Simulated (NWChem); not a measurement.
System: GaHSCl$_{2}$; SMILES [SH][Ga]([Cl])[Cl]

```xyz
5

Ga     0.0133    -0.0010     0.0000
Cl     1.6050    -1.4459     0.0000
Cl    -2.0183    -0.7252     0.0000
S      0.4660     2.1528     0.0000
H     -0.8419     2.4971     0.0000
```
Atoms are numbered in this order, from 1.

Computed with NWChem. All runs use the structure optimised with B3LYP/6-31G* (spherical d). B3LYP is NWChem's, with the RPA form of VWN correlation. Vertical excitations in the gas phase; the lowest state need not have the same character in each row.

For level B3LYP/def2-SVPD, full TDDFT:

* **lowest excitation, singlet (eV)**: 4.74
* **orbital gap (eV)**: 5.82

Q: Estimate the same quantities for level BHandHLYP/def2-SVPD, full TDDFT.

A: 
- lowest excitation, singlet (eV) = 5.38
- orbital gap (eV) = 8.30
